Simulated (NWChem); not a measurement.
The numbers come from NWChem runs, not from measurements. System: HFGeS, charge 0, spin multiplicity 1, at a geometry optimised with PBE/def2-SVP. The structure started from a generated list of species. Level: G0W0@PBE0/def2-QZVP, RI basis def2-qzvp-rifit.

The NWChem input:

```
start mol
memory heap 200 mb stack 700 mb global 1700 mb
geometry units angstroms nocenter noautoz
  Ge     0.067731     0.680146     0.000000
  F     -1.685752     0.392313     0.000000
  S      0.687245    -1.508074     0.000000
  H      2.008466    -1.166318     0.000000
  symmetry group Cs
end
basis spherical
  * library def2-qzvp
end
basis "ri basis" bse spherical
  * library def2-qzvp-rifit
end
dft
  xc pbe0
  iterations 100
  direct
  tolerances tight
end
task dft energy
gw
  method cdgw
  states alpha occ 4 vir 2
end
task dft gw
```

Output (cleaned and shortened):

```
             Northwest Computational Chemistry Package (NWChem) 7.3.0
             --------------------------------------------------------

                                NWChem Input Module
                                -------------------

 Scaling coordinates for geometry "geometry" by  1.889725989
 (inverse scale =  0.529177249)

 Turning off AUTOSYM since
 SYMMETRY directive was detected!

                             Geometry "geometry" -> ""
                             -------------------------

 Output coordinates in angstroms (scale by  1.889725989 to convert to a.u.)

  No.       Tag          Charge          X              Y              Z
 ---- ---------------- ---------- -------------- -------------- --------------
    1 Ge                  32.0000     0.06773100     0.68014600     0.00000000
    2 F                    9.0000    -1.68575200     0.39231300     0.00000000
    3 S                   16.0000     0.68724500    -1.50807400     0.00000000
    4 H                    1.0000     2.00846600    -1.16631800     0.00000000

 Effective nuclear repulsion energy (a.u.)     243.6794586761

            Nuclear Dipole moment (a.u.)
            ----------------------------
        X                 Y               Z
 ---------------- ---------------- ----------------
     0.0000188973    -0.0000245664     0.0000000000

      Symmetry information
      --------------------

 Group name             Cs
 Group number              2
 Group order               2
 No. of unique centers     4

      Symmetry unique atoms

     1    2    3    4


 Summary of "ao basis" -> "" (spherical)
 ------------------------------------------------------------------------------
       Tag                 Description            Shells   Functions and Types
 ---------------- ------------------------------  ------  ---------------------
 *                         def2-qzvp                  on all atoms

 new library libraries.bse/

 Summary of "ri basis" -> "" (spherical)
 ------------------------------------------------------------------------------
       Tag                 Description            Shells   Functions and Types
 ---------------- ------------------------------  ------  ---------------------
 *                      def2-qzvp-rifit               on all atoms

                                 NWChem DFT Module
                                 -----------------

 Summary of "ao basis" -> "ao basis" (spherical)
 ------------------------------------------------------------------------------
       Tag                 Description            Shells   Functions and Types
 ---------------- ------------------------------  ------  ---------------------
 Ge                        def2-qzvp                25       75   11s7p4d2f1g
 F                         def2-qzvp                17       57   7s4p3d2f1g
 S                         def2-qzvp                22       70   9s6p4d2f1g
 H                         def2-qzvp                10       30   4s3p2d1f

 Summary of "ao basis" -> "ao basis" (spherical)
 ------------------------------------------------------------------------------
       Tag                 Description            Shells   Functions and Types
 ---------------- ------------------------------  ------  ---------------------
 Ge                        def2-qzvp                25       75   11s7p4d2f1g
 F                         def2-qzvp                17       57   7s4p3d2f1g
 S                         def2-qzvp                22       70   9s6p4d2f1g
[...]
  ----- ------------  ---------------      ----- ------------  ---------------
    10      0.333826  1 Ge s                155     -0.321447  3 S  py
    11      0.294642  1 Ge s                152     -0.250495  3 S  py
    28      0.238256  1 Ge py               143      0.180056  3 S  py
    25      0.165814  1 Ge py               158     -0.161042  3 S  py
     9      0.158170  1 Ge s                  7     -0.144199  1 Ge s

 Vector   30  Occ=0.000000D+00  E=-9.537502D-02  Symmetry=a"
              MO Center=  1.8D-01,  5.0D-01,  2.9D-12, r^2= 3.4D+00
   Bfn.  Coefficient  Atom+Function         Bfn.  Coefficient  Atom+Function
  ----- ------------  ---------------      ----- ------------  ---------------
    29      0.511187  1 Ge pz                32      0.428065  1 Ge pz
    26      0.259616  1 Ge pz               159     -0.191659  3 S  pz
    20     -0.184908  1 Ge pz               156     -0.159439  3 S  pz
   153     -0.146590  3 S  pz                94     -0.107853  2 F  pz
    85     -0.095749  2 F  pz               144      0.094796  3 S  pz

 Vector   31  Occ=0.000000D+00  E=-1.627981D-02  Symmetry=a'
              MO Center=  1.6D-01,  6.6D-01,  8.7D-14, r^2= 4.9D+00
   Bfn.  Coefficient  Atom+Function         Bfn.  Coefficient  Atom+Function
  ----- ------------  ---------------      ----- ------------  ---------------
    30      0.688291  1 Ge px               141     -0.640889  3 S  s
    31     -0.511100  1 Ge py               158     -0.379600  3 S  py
    28     -0.362007  1 Ge py                11      0.341052  1 Ge s
    27      0.270319  1 Ge px               155     -0.262488  3 S  py
    10      0.192922  1 Ge s                 24      0.192724  1 Ge px

 Vector   32  Occ=0.000000D+00  E= 2.427443D-03  Symmetry=a'
              MO Center=  1.2D+00, -5.4D-01, -2.0D-14, r^2= 5.1D+00
   Bfn.  Coefficient  Atom+Function         Bfn.  Coefficient  Atom+Function
  ----- ------------  ---------------      ----- ------------  ---------------
   206      1.299793  4 H  s                157     -0.895848  3 S  px
   141     -0.584442  3 S  s                 31      0.487167  1 Ge py
    30      0.295914  1 Ge px                10     -0.290245  1 Ge s
   154     -0.264304  3 S  px               151     -0.209347  3 S  px
   205      0.192240  4 H  s                 27     -0.157031  1 Ge px

 center of mass
 --------------
 x =  -0.04537375 y =   0.12517069 z =   0.00000000

 moments of inertia (a.u.)
 ------------------
         395.146966370212         158.755492372119           0.000000000000
         158.755492372119         262.192946974640           0.000000000000
           0.000000000000           0.000000000000         657.339913344852

     Multipole analysis of the density
     ---------------------------------

     L   x y z        total         alpha         beta         nuclear
     -   - - -        -----         -----         ----         -------
     0   0 0 0     -0.000000    -29.000000    -29.000000     58.000000

     1   1 0 0      0.932383      0.466182      0.466182      0.000019
     1   0 1 0      0.457419      0.228722      0.228722     -0.000025
     1   0 0 1      0.000000      0.000000      0.000000      0.000000

     2   2 0 0    -27.185601    -80.217191    -80.217191    133.248782
     2   1 1 0      0.103912     41.838961     41.838961    -83.574011
     2   1 0 1      0.000000      0.000000      0.000000      0.000000
     2   0 2 0    -27.493329   -110.053328   -110.053328    192.613327
     2   0 1 1     -0.000000     -0.000000     -0.000000      0.000000
     2   0 0 2    -25.673867    -12.836934    -12.836934      0.000000

 Task  times  cpu:      121.2s     wall:      121.2s

                                NWChem Input Module
                                -------------------

                                 NWChem GW Module
                                 ----------------

                             ***********************
                             ***        GW       ***
                             ***********************

 Summary of "ri basis" -> "ri basis" (spherical)
 ------------------------------------------------------------------------------
       Tag                 Description            Shells   Functions and Types
 ---------------- ------------------------------  ------  ---------------------
 Ge                     def2-qzvp-rifit             58      298   13s12p11d9f7g5h1i
 F                      def2-qzvp-rifit             33      141   9s8p7d5f3g1h
 S                      def2-qzvp-rifit             41      167   12s10p9d6f3g1h
 H                      def2-qzvp-rifit             16       56   6s4p3d2f1g

                 Memory Information
                 ------------------
          Available GA per process is          1699.6 MBs
          Available stack per process is        700.0 MBs
          Available heap per process is           0.1 MBs

          Peak memory in Initialization
              Peak GA per process is                 40.1 MBs
              Peak stack per process is               0.6 MBs
              Peak heap per process is               41.6 MBs
              Memory not in MA per process            0.0 MBs

          Peak memory in CDGW Calculation
              Peak GA per process is                 47.2 MBs
              Peak stack per process is               6.7 MBs
              Peak heap per process is                6.3 MBs
              Memory not in MA per process            0.1 MBs

          Computing 2-center integrals
          Computing Inverse Cholesky factor
          Computing 3-center integrals
          Computing Vxc

          Computing Sigma_x
          Computing W(iw) on the imaginary grid
          Solving quasiparticle equations

                  Alpha Orbitals
          State     Energy (eV)     Error (eV)
          -----------------------------------
@GW        26        -13.283           0.002
@GW        27        -12.964           0.002
@GW        28        -10.106           0.005
@GW        29         -9.852           0.002
@GW        30         -0.756           0.005
@GW        31          1.295           0.004

     GW Timing Statistics
   ------------------------
   Init.   :          0.3s
     ERIs  :          5.8s
     Distr.:          0.1s
     Vxc   :         11.1s
   Vmo     :          0.0s
   iW      :          8.1s
   I_n     :          0.0s
   R_n     :          0.8s
   GW total:         26.1s

 Task  times  cpu:       26.1s     wall:       26.1s

 Total times  cpu:      147.4s     wall:      147.4s
```
